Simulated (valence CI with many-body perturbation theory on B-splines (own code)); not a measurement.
Values are calculated unless marked as measured or tabulated.
Rb5+: what the settings do

Level of theory: valence CI with perturbative core correlation (CI+MBPT): four valence electrons over a frozen Dirac-Fock core [Ar] 3d10, a basis of 6 s, 6 p, 5 d, 3 f, 1 g functions for each j, with the one-electron correlation potential Σ1 (screened to all orders), the two-electron term Σ2, the three-electron term Σ3, Breit, model QED; selected single and double excitations, second order for the rest, scaled by the run's own slope (own B-spline code, finite nucleus).

Set against measurement, 13 paired levels are off by 157 cm⁻¹ on average, the worst by 361. These come from a selection out of Sansonetti, J. Phys. Chem. Ref. Data 35, 301 (2006). Levels without a partner in it may be off by more.

The reference run has the lowest level 4s2 4p2 3P_0 and an ionisation energy of 83.6898 eV. Its largest variational space holds 10045 state functions.

Names give the largest LS component (configuration and term), which can be under half, so a name can repeat, a term be missing and a line seem to break the LS rules; names also repeat where a configuration has a term twice.

Changed runs:
A. highest l in the core sums 6 → 5; QED terms on → off
B. natural orbitals for correlation on → off
C. scale of Σ1 1 → 0
D. scale of Σ1 1 → 3 (bad on purpose)

Excitation energies of the reference run in cm⁻¹, and shifts in cm⁻¹:

| Level | Reference | A | B | C | D |
| --- | --- | --- | --- | --- | --- |
| 4s2 4p2 3P_1 | 5119 | -12 | -88 | -196 | +410 |
| 4s2 4p2 3P_2 | 9894 | -18 | +22 | -303 | +627 |
| 4s2 4p2 1D_2 | 23867 | -26 | +815 | -475 | +991 |
| 4s2 4p2 1S_0 | 45451 | -23 | +1469 | -606 | +1251 |
| 4s 4p3 5S°_2 | 112694 | +298 | -1678 | -1605 | +3232 |
| 4s 4p3 3D°_1 | 148332 | +274 | -102 | -1835 | +3692 |
| 4s 4p3 3D°_2 | 148470 | +274 | -88 | -1839 | +3700 |
| 4s 4p3 3D°_3 | 150229 | +269 | -111 | -1918 | +3868 |
| 4s 4p3 3P°_0 | 168860 | +269 | +531 | -2012 | +4056 |
| 4s 4p3 3P°_1 | 169401 | +266 | +507 | -2040 | +4116 |
| 4s 4p3 3P°_2 | 170035 | +260 | +458 | -2077 | +4195 |
| 4s 4p3 1D°_2 | 187961 | +191 | +359 | -2344 | +4733 |
| Ionisation energy (eV) | 83.6898 | +0.0027 | -0.0857 | -0.7833 | +1.6177 |
